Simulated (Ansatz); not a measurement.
Program: Ansatz. Geometries: PBE0-D4/def2-TZVP. ΔE: electronic, gas phase. CCSD(T)/CBS is the MP2 limit (def2-TZVPP, def2-QZVPP) plus CCSD(T) − MP2 in def2-TZVPP, frozen cores. DFT in def2-TZVPP. Elements past krypton have def2 core potentials. For I outer-core shells are correlated without core-valence functions, which leaves a few kJ/mol of doubt a bond. Each species was taken in one conformer, which may not be the lowest.

`N[SiH2]OCF` + HI → `N[SiH2]I` + `OCF`  (ligand exchange at the Si–O bond)

| level | ΔE (kcal/mol) |
| --- | --- |
| PBE-QIDH | -0.1 |
| CAM-B3LYP | 3.9 |

Problem. What does CCSD(T)/CBS give? (Best estimate.)

Solution. Ansatz gave: +0.9 kcal/mol. The listed levels differ from it by -1.0, 3.0 kcal/mol.

Largest T1 diagnostic among the species: 0.011.

From BLYP to BHLYP (50 % exact exchange), in def2-TZVPP and without D4, ΔE moves by +1.3 kcal/mol. At CCSD(T), def2-SVP lies +1.5 kcal/mol from the extrapolated value and def2-TZVPP +2.0 kcal/mol. Leaving LDA and LC-ωPBE aside and taking each functional with its dispersion term where it has one, the values, not all of them listed here, spread over 5.4 kcal/mol, from PBE-D4 to CAM-B3LYP-D4. LDA lies +2.3 kcal/mol from PBE without D4.

CCSD(T)/CBS has its own doubt, a few kJ/mol and more with outer-core shells, so smaller differences from it don't rank the levels.
